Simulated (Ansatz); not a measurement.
Start from `C[C](=O)[SnH3]` and change one atom or group to get `N[C](=O)[SnH3]`.

Ansatz, PBE0-D4/def2-TZVP geometries, multiplicity 1. Each molecule was computed in one conformer, which needn't be the lowest.

Elements past krypton have def2 core potentials.

```tsv
property	`C[C](=O)[SnH3]`
LUMO energy (ωB97M-V/def2-TZVPP) / eV	1.19
HOMO energy (PBE0/def2-TZVPP) / eV	-6.68
HOMO energy (ωB97M-V/def2-TZVPP) / eV	-8.86
HOMO energy (PBE/def2-TZVPP) / eV	-5.42
size of the dipole moment (B3LYP/def2-TZVPP) / D	2.31
size of the dipole moment (ωB97M-V/def2-TZVPP) / D	2.33
```

(1) Give the same properties after the change, and the shifts. (An estimate is asked.)

Results:

(1) The calculation gave: 
| property | `N[C](=O)[SnH3]` | shift |
| --- | --- | --- |
| LUMO energy (ωB97M-V/def2-TZVPP) / eV | 1.46 | 0.27 |
| HOMO energy (PBE0/def2-TZVPP) / eV | -6.88 | -0.20 |
| HOMO energy (ωB97M-V/def2-TZVPP) / eV | -9.10 | -0.24 |
| HOMO energy (PBE/def2-TZVPP) / eV | -5.56 | -0.14 |
| size of the dipole moment (B3LYP/def2-TZVPP) / D | 3.37 | 1.06 |
| size of the dipole moment (ωB97M-V/def2-TZVPP) / D | 3.41 | 1.08 |

With PBE0 the HOMO falls by 0.20 eV and the LUMO rises by 0.95 eV, so the gap widens by about 1.15 eV. PBE moves the HOMO by -0.14 eV and ωB97M-V by -0.24 eV. Dipoles are sizes alone; their direction can turn.

B3LYP here is the variant with VWN-RPA as its local correlation; programs differ in this.
